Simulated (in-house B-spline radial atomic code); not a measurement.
How numerical settings move a run on Sc²⁺, [Ar] 3d1. Computed with a B-spline radial code for spherical atoms: non-relativistic HSE06, spherical fractional occupations, point nucleus.

Command:
```bash
python run_scf.py task.json out
```
Settings of the sound reference run:
```
Z                21
electrons        19
configuration    [Ar] 3d1
hamiltonian      nr
method           hse06
spin_polarised   False
knot_spacing     0.22
spline_order     8
gauss_points     12
box_radius       22.22
max_iterations   70
damping          0.5
damped_steps     3
diis_vectors     10
tolerance        1e-08
start            Thomas-Fermi
```

Time taken, with all properties: 0.44 s on 1 thread of Arm Neoverse N1 (shared host).

It converges in 9 iterations to -759.689188 hartree, with 3d at -16.9835 eV. The other runs change the listed settings, some to values that make no sense; their results aren't properties of the atom or ion. Radii are in bohr (the nuclear one in fm), a minus after a letter asks for a j subshell, and «unchanged» means within 1e-8 hartree. The run stops when the residual is below 10 × tolerance × max(1, Z/10), or a noise floor if that is larger, and the energy moves by less than 1e-8 × √|E| hartree; so very loose and very tight tolerances often act alike.

| changed settings | outcome |
| --- | --- |
| box_radius = 6.67 | converged in 9 iterations, energy +2.73e-04 hartree from the reference, 3d level +2.7e-02 eV (the program warns: 3d reaches the box edge) |
| gauss_points = 4 | converged in 9 iterations, energy +5.55e-06 hartree from the reference, 3d level +1.7e-05 eV |
| box_radius = 0.89 | converged in 7 iterations, energy +1.06e+02 hartree from the reference, 3d level +3.5e+02 eV (the program warns: 3d has a positive eigenvalue: unbound, held by the box; 3s has a positive eigenvalue: unbound, held by the box) |
| knot_spacing = 1, spline_order = 3, max_iterations = 60 | converged in 9 iterations, energy +1.12e+01 hartree from the reference, 3d level -7.5e+00 eV |
| first_knot = 4.76e-05, max_iterations = 5, damped_steps = 30, start = bare nucleus | not converged after 5 iterations, last residual 3.0e-02, last energy +7.68e-03 hartree from the reference |
| gauss_points = 3 | converged in 9 iterations, energy -1.80e+05 hartree from the reference, 3d level +4.5e-01 eV |
| box_radius = 4.44 | converged in 9 iterations, energy +1.13e-02 hartree from the reference, 3d level +6.5e-01 eV (the program warns: 3d reaches the box edge; 3s reaches the box edge) |
| electrons = 22, configuration = [Ar] 3d1 4s3, max_iterations = 75 | stopped with error: shell 4s holds at most 2 electrons |
| gauss_points = 6 | converged in 9 iterations, energy -5.25e-07 hartree from the reference, 3d level -1.1e-06 eV |
| box_radius = 3.33 | converged in 9 iterations, energy +9.09e-02 hartree from the reference, 3d level +3.0e+00 eV (the program warns: 3d reaches the box edge; 3s reaches the box edge) |
| electrons = 27, configuration = [Ar] 3d1 5s2 5p6, max_iterations = 50 | converged in 11 iterations to -759.2140 hartree, a different physical problem (warning: 3d has a positive eigenvalue: unbound, held by the box) |
| max_iterations = 2 | not converged after 2 iterations, last residual 2.5e-01, last energy +1.75e+00 hartree from the reference |
| max_iterations = 3 | not converged after 3 iterations, last residual 6.4e-02, last energy +1.50e-01 hartree from the reference |
| box_radius = 11.11 | converged in 9 iterations, energy -3.42e-08 hartree from the reference, 3d level +4.9e-06 eV (the program warns: 3d reaches the box edge) |
| box_radius = 1.33 | converged in 7 iterations, energy +2.17e+01 hartree from the reference, 3d level +1.1e+02 eV (the program warns: 3d has a positive eigenvalue: unbound, held by the box; 3s has a positive eigenvalue: unbound, held by the box) |
| knot_spacing = 0.75, gauss_points = 6, max_iterations = 60, diis_vectors = 1 | converged in 34 iterations, energy +4.19e-01 hartree from the reference, 3d level -1.1e-01 eV (the program warns: 3s reaches the box edge) |
| box_radius = 88.88 | converged in 9 iterations, energy unchanged, 3d level +6.5e-07 eV |
| box_radius = 2.22 | converged in 8 iterations, energy +1.48e+00 hartree from the reference, 3d level +1.9e+01 eV (the program warns: 3d has a positive eigenvalue: unbound, held by the box; 3s reaches the box edge) |

What happens with gauss_points = 8?

Converged in 9 iterations, energy -3.61e-06 hartree from the reference, 3d level -7.6e-06 eV.

What happens with max_iterations = 5?

Not converged after 5 iterations, last residual 9.6e-03, last energy +3.37e-03 hartree from the reference.

What happens with first_knot = 0.0143, max_iterations = 5?

Not converged after 5 iterations, last residual 9.6e-03, last energy +3.38e-03 hartree from the reference.

What happens with gauss_points = 16?

Converged in 9 iterations, energy -3.29e-06 hartree from the reference, 3d level -6.8e-06 eV.
